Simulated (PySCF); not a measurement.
## Bromine: a sound run and one with changed settings

Sound run: Br [Ar] 3d10 4s2 4p5, Br⁺ [Ar] 3d10 4s2 4p4. All numbers are calculated (PySCF 2.14, no relativity, point nucleus, in def2-TZVP (6s5p4d1f, 48 functions)). In the sound run the correlated levels freeze [Ar] 3d10. The sound run starts from symmetry-adapted Hartree-Fock orbitals and uses a fine grid where one is needed.

Changed run: a valence shell is frozen. This setting is unsound on purpose.

```tsv
species	method	sound run (hartree)	changed run (hartree)	converged
Br	MP2	-2572.53217	-2572.47969	yes
Br	CCSD(T)	-2572.55635	-2572.49048	yes
Br⁺	MP2	-2572.10699	-2572.05027	yes
Br⁺	CCSD(T)	-2572.12992	-2572.05917	yes
```

Ionisation energy of Br:

| method | sound run (eV) | changed run (eV) |
| --- | --- | --- |
| UHF | 10.761 | 10.761 |
| MP2 | 11.570 | 11.685 |
| SCS-MP2 | 11.567 | 11.745 |
| CCSD | 11.570 | 11.695 |
| CCSD(T) | 11.604 | 11.737 |

Freezing a valence shell removes pair correlation that changes on ionisation.

For comparison, NIST gives 11.814 eV between the lowest levels.
